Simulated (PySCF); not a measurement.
AsBFH3.

```xyz
6

B     -1.0866    -0.4473     0.5846
As     0.5961    -0.0049    -0.4790
H      1.2758    -1.3245    -0.1086
H      1.2605     0.7977     0.6416
F     -1.6815     0.4933     1.3179
H     -1.6421    -1.5138     0.4894
```

Coordinates come from a PBE-D3(BJ)/def2-TZVP optimisation.

Calculation: PBE0/pcSseg-2 run with PySCF. Non-relativistic, no solvent.

Computed absolute GIAO shielding of each atom: isotropic value and principal components (ppm):
| atom | σ(iso) | σ11 | σ22 | σ33 | span |
|---|---|---|---|---|---|
| B1 | 21.7 | -73.0 | 57.4 | 80.9 | 153.9 |
| As2 | 1809.7 | 1667.8 | 1768.0 | 1993.2 | 325.4 |
| H3 | 28.4 | 21.9 | 23.9 | 39.5 | 17.6 |
| H4 | 28.4 | 21.9 | 23.7 | 39.4 | 17.5 |
| F5 | 134.2 | -97.9 | 7.7 | 492.7 | 590.6 |
| H6 | 24.2 | 19.6 | 23.4 | 29.6 | 10.0 |
